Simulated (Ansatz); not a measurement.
**Two structures, one formula**

The two ends of one reaction step of Si2H4SF2, singlet (PBE0-D4/def2-TZVP).

A:

Si1  (-0.710, 0.343, 0.629)
Si2  (0.920, -1.029, -0.330)
S3  (-1.592, 1.721, -0.717)
H4  (-0.404, 2.278, -1.014)
F5  (-1.929, -0.512, 1.188)
F6  (-0.074, 1.106, 1.872)
H7  (1.947, -0.151, -0.950)
H8  (1.556, -1.891, 0.699)
H9  (0.285, -1.866, -1.378)
(Å)

B:

```xyz
9
angstrom
Si -1.3301 0.0387 1.2730
Si 0.0443 -1.0138 -0.1202
S -0.8289 0.9621 -0.5409
H 2.0673 1.4793 -1.6955
F -2.8527 -0.3262 1.5001
F -0.8857 0.7721 2.6026
H 2.6704 1.1722 -2.0116
H 1.5168 -1.0032 0.0378
H -0.4014 -2.0812 -1.0453
```

Computed with Ansatz 0.2.0 (basis: def2-TZVPP); correlated methods freeze the cores. B3LYP uses VWN-RPA correlation.

**Question.** Which structure is lower at CCSD(T), and by how much? (Judge from chemistry; the value comes from the calculation.)

**Answer.** The calculation gives: A, by 87.5 kJ/mol (electronic energy, against the other). By their contacts, A is Si₂H₄SF₂ ([F][Si]([F])([SiH3])[SH]) and B is a complex of Si₂H₂SF₂ ([F][Si]1([F])[SiH2][S]1) + H₂.

All methods give the same order:

```tsv
method	E(B) − E(A) (kJ/mol)
SPW92	89.2
PBE-D4	76.1
BLYP-D4	84.1
r2SCAN-D4	79.1
B97M-V	74.5
PBE0-D4	84.3
B3LYP-D4	90.7
r2SCAN0-D4	84.6
BHLYP-D4	100.6
CAM-B3LYP-D4	99.5
wB97X-V	92.2
wB97M-V	85.7
B2PLYP	86.5
PBE-QIDH	84.7
RPA on PBE	86.6
HF	111.1
MP2	76.3
CCSD	94.4
CCSD(T)	87.5
```

No T1 diagnostic of these runs exceeds 0.014.

Labels in which every atom is bracketed show which atoms are joined, not bond orders.

For scale, one of the runs: CCSD(T)/def2-TZVPP, 244 basis functions, launched by `ansatz run in.yaml --threads 4 --pin off --events-out ev --progress --plain --max-ram 9574MiB`. The run took 2.3 min on 4 CPU threads of an Arm Neoverse V2 (shared host), with 4.6 GiB of host memory at its peak.
